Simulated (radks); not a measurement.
Re2+, configuration [Xe] 4f14 5d5.

Method: scalar-relativistic Kohn-Sham, SCAN, spin-polarised, spherical densities, finite nucleus; open shells are filled with parallel spins first (spin-orbit coupling, left out, can overturn this in heavy ions); meta-GGA in the generalised Kohn-Sham scheme; Fermi nuclear charge, rms radius 5.3698 fm; computed with a radial shooting solver on a logarithmic mesh with Libxc functionals.

Energy parts (hartree):
| part | energy |
|---|---|
| total | -16691.1818 |
| kinetic | 18439.2073 |
| electron-nucleus | -41268.7512 |
| Hartree | 6469.8778 |
| exchange-correlation | -331.5157 |

Orbitals (lengths in bohr, moments of r in powers of bohr; r(max) is where P^2 peaks; r(90%) holds 90 % of the orbital's charge):
1s down: occ. 1; eigenvalue (hartree) -2636.564; <1/r> 88.73; r(max) 0.01124; r(90%) 0.0329
1s up: occ. 1; eigenvalue (hartree) -2636.564; <1/r> 88.73; r(max) 0.01124; r(90%) 0.0329
2s up: occ. 1; eigenvalue (hartree) -458.6073; <1/r> 20.78; r(max) 0.06447; r(90%) 0.118
2s down: occ. 1; eigenvalue (hartree) -458.6004; <1/r> 20.78; r(max) 0.06447; r(90%) 0.118
2p up: occ. 3; eigenvalue (hartree) -400.1935; <1/r> 18.75; r(max) 0.05303; r(90%) 0.111
2p down: occ. 3; eigenvalue (hartree) -400.1868; <1/r> 18.75; r(max) 0.05303; r(90%) 0.111
3s up: occ. 1; eigenvalue (hartree) -107.0651; <1/r> 7.705; r(max) 0.1817; r(90%) 0.289
3s down: occ. 1; eigenvalue (hartree) -107.0633; <1/r> 7.705; r(max) 0.1817; r(90%) 0.289
3p up: occ. 3; eigenvalue (hartree) -89.73332; <1/r> 7.091; r(max) 0.1802; r(90%) 0.296
3p down: occ. 3; eigenvalue (hartree) -89.73078; <1/r> 7.091; r(max) 0.1802; r(90%) 0.296
3d up: occ. 5; eigenvalue (hartree) -70.04786; <1/r> 6.686; r(max) 0.1471; r(90%) 0.278
3d down: occ. 5; eigenvalue (hartree) -70.04201; <1/r> 6.686; r(max) 0.1471; r(90%) 0.278
4s up: occ. 1; eigenvalue (hartree) -23.02531; <1/r> 3.271; r(max) 0.4128; r(90%) 0.631
4s down: occ. 1; eigenvalue (hartree) -23.01283; <1/r> 3.270; r(max) 0.4129; r(90%) 0.631
4p up: occ. 3; eigenvalue (hartree) -17.31386; <1/r> 2.971; r(max) 0.4330; r(90%) 0.680
4p down: occ. 3; eigenvalue (hartree) -17.30193; <1/r> 2.971; r(max) 0.4330; r(90%) 0.679
4d up: occ. 5; eigenvalue (hartree) -10.12268; <1/r> 2.647; r(max) 0.4433; r(90%) 0.749
4d down: occ. 5; eigenvalue (hartree) -10.10842; <1/r> 2.648; r(max) 0.4434; r(90%) 0.748
5s up: occ. 1; eigenvalue (hartree) -3.84226; <1/r> 1.280; r(max) 0.9384; r(90%) 1.50
5s down: occ. 1; eigenvalue (hartree) -3.73229; <1/r> 1.295; r(max) 0.9329; r(90%) 1.48
5p up: occ. 3; eigenvalue (hartree) -2.43036; <1/r> 1.081; r(max) 1.068; r(90%) 1.77
5p down: occ. 3; eigenvalue (hartree) -2.29262; <1/r> 1.099; r(max) 1.058; r(90%) 1.74
4f up: occ. 7; eigenvalue (hartree) -2.17765; <1/r> 2.158; r(max) 0.4175; r(90%) 0.960
4f down: occ. 7; eigenvalue (hartree) -2.15376; <1/r> 2.170; r(max) 0.4172; r(90%) 0.947
5d up: occ. 5; eigenvalue (hartree) -0.84253; <1/r> 0.7350; r(max) 1.400; r(90%) 2.70

The highest occupied level is 5d up at -22.926 eV. Summed over all electrons, <r^2> = 41.75 bohr^2, which gives a Langevin (diamagnetic) susceptibility term of -33.1 x 10^-6 cm^3/mol. For comparison, the ionisation energy in NIST's Atomic Spectra Database is 27 eV (theoretical). In exact Kohn-Sham theory the highest level is minus the ionisation energy, but local and semilocal functionals leave it too shallow, through self-interaction and a potential that decays too fast; potentials with the right tail come closer. The density falls to 0.001 e/bohr^3 at r = 3.65 bohr. Spin moment in Bohr magnetons: 5. The electron density at the nucleus is 1.648e+06 e/bohr^3 (large components only).

Empty levels of this run are not shown, since the potential may be unsettled where no density lies.
